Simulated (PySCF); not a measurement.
# Mn⁴⁺: ionisation energy

Mn⁴⁺ [Ar] 3d3 [3d3/2^3, M_J = 3/2] → Mn⁵⁺ [Ar] 3d2 [3d3/2^2, M_J = 2], as a difference of total energies. Calculation: PySCF 2.14, in an uncontracted even-tempered set (18 s from 0.14 bohr⁻², ratio 2.8; 13 p from 0.18 bohr⁻², ratio 2.8; 9 d from 0.18 bohr⁻², ratio 2.8; 4 f from 0.79 bohr⁻², ratio 3); the two-component X2C-1e Hamiltonian. Correlated levels: [Ne] frozen; the 76 highest virtual spinors dropped. "Screened" scales the spin-orbit matrix elements by Boettger's factors to mimic the two-electron term; Breit and QED terms are absent.

| method | ionisation energy (eV) |
| --- | --- |
| GHF (screened spin-orbit) | 71.494 |
| GMP2 (screened spin-orbit) | 72.220 |

Question: How much does correlation contribute at GMP2 (screened spin-orbit)?

Answer: 72.220 − (71.494) = 0.726 eV, measured against GHF (screened spin-orbit).

The labels give the starting determinants; with spin-orbit coupling the two ends relaxed to ⟨J²⟩ = 6.63, ⟨L²⟩ = 12.00, ⟨S²⟩ = 3.75 and ⟨J²⟩ = 7.66, ⟨L²⟩ = 11.99, ⟨S²⟩ = 1.99.

The determinant of Mn⁴⁺ and of Mn⁵⁺ mixes levels of different J (the jj label is only the starting occupation), so the difference between spin-free and spin-orbit rows is not the physical spin-orbit shift.

For comparison: 72.41 ± 0.1 eV (semi-empirical (NIST evaluation); NIST Atomic Spectra Database, ionization energies).
